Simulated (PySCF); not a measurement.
Species: C3H3F3O2.
Numbering: `[F:1][CH:2]1[O:3][C@@H:4]([F:5])[C@H:6]([F:7])[O:8]1` (hydrogens: H9 on C2; H10 on C4; H11 on C6)

Method: PBE0-D3(BJ)/def2-SVP geometry optimisation, gas phase in PySCF 2.14.0; density fitting, grid level 1; the optimiser is geomeTRIC in internal coordinates, started from a GFN2-xTB structure with every atom displaced at random (about 0.01 Å).

Step 3: E = -15377.3161 eV
```
atom  x, y, z in Å  |  force x, y, z in eV/Å
F1      2.1426    0.6159   -0.4592    0.005  -0.004  -0.011
C2      1.3062   -0.3865   -0.1310   -0.020  -0.065   0.037
O3      0.3333   -0.5026   -1.1082   -0.071   0.103  -0.027
C4     -0.9024   -0.1413   -0.6023    0.119   0.034  -0.038
F5     -1.6782   -1.2410   -0.4477   -0.043  -0.070   0.023
C6     -0.5650    0.4574    0.7638    0.001   0.041  -0.006
F7     -0.4667    1.8078    0.6572   -0.007  -0.009  -0.001
O8      0.6567   -0.1130    1.0589    0.008   0.019  -0.040
H9      1.8958   -1.3101   -0.0361   -0.001   0.000   0.026
H10    -1.4096    0.5641   -1.2789    0.021  -0.029   0.022
H11    -1.2882    0.2077    1.5519   -0.011  -0.019   0.014
```

Step 4: E = -15377.3185 eV
```
atom  x, y, z in Å  |  force x, y, z in eV/Å
F1      2.1632    0.5998   -0.4583   -0.037  -0.050  -0.018
C2      1.3052   -0.3873   -0.1330    0.091   0.019   0.041
O3      0.3347   -0.4825   -1.1137    0.009   0.056  -0.070
C4     -0.8988   -0.1392   -0.6028   -0.032   0.056   0.019
F5     -1.6625   -1.2492   -0.4423   -0.017  -0.041   0.014
C6     -0.5669    0.4626    0.7631    0.004  -0.003  -0.013
F7     -0.4808    1.8137    0.6622   -0.002  -0.016  -0.009
O8      0.6599   -0.0997    1.0544   -0.027   0.001   0.015
H9      1.8794   -1.3205   -0.0352   -0.008  -0.007   0.018
H10    -1.4196    0.5590   -1.2748    0.009  -0.013  -0.010
H11    -1.2895    0.2017    1.5489    0.011  -0.002   0.012
```

Step 5: E = -15377.3199 eV
```
atom  x, y, z in Å  |  force x, y, z in eV/Å
F1      2.1852    0.5819   -0.4582   -0.058  -0.063   0.001
C2      1.3059   -0.3866   -0.1340    0.095   0.050   0.014
O3      0.3367   -0.4584   -1.1195    0.055   0.013  -0.085
C4     -0.8976   -0.1360   -0.6035   -0.084   0.016   0.059
F5     -1.6458   -1.2586   -0.4380    0.013   0.006  -0.003
C6     -0.5692    0.4666    0.7622    0.000  -0.028   0.002
F7     -0.4948    1.8179    0.6652    0.007   0.003  -0.012
O8      0.6623   -0.0875    1.0508   -0.032   0.007   0.035
H9      1.8613   -1.3309   -0.0324   -0.009  -0.008   0.000
H10    -1.4318    0.5538   -1.2728    0.002  -0.007  -0.018
H11    -1.2879    0.1963    1.5488    0.011   0.010   0.005
```

Q: Estimate the geometry and energy of step 6. (The exact step hangs on the optimiser's Hessian estimate; all steps are aligned on step 5, rigid shifts and turns removed.)

A: E = -15377.3206 eV, largest force 0.086 eV/Å
```
atom  x, y, z in Å  |  force x, y, z in eV/Å
F1      2.1977    0.5702   -0.4557   -0.028  -0.031   0.008
C2      1.3062   -0.3856   -0.1345    0.056   0.032  -0.011
O3      0.3390   -0.4401   -1.1250    0.039  -0.004  -0.028
C4     -0.8973   -0.1343   -0.6032   -0.080  -0.008   0.031
F5     -1.6326   -1.2662   -0.4361    0.024   0.025  -0.003
C6     -0.5709    0.4690    0.7622    0.007  -0.036  -0.002
F7     -0.5015    1.8203    0.6652    0.009   0.012  -0.009
O8      0.6626   -0.0811    1.0494   -0.018   0.001   0.029
H9      1.8478   -1.3380   -0.0327   -0.006  -0.006  -0.003
H10    -1.4405    0.5487   -1.2720   -0.005   0.001  -0.009
H11    -1.2862    0.1956    1.5508    0.001   0.013  -0.002
```

The energy changes by -0.0007 eV. The first-order estimate −F·Δx gives -0.0011 eV and the mean of the old and new forces, exact on a quadratic surface, -0.0007 eV. The step makes an angle of 82° with the force vector and moves no atom by more than 0.019 Å.

What follows is the cost of the whole optimisation. Hardware: Arm Neoverse N1, one thread, shared host with 64 logical CPUs at a one-minute load of 62. Cost: 88 s of wall time, 0.50 GiB resident at most.
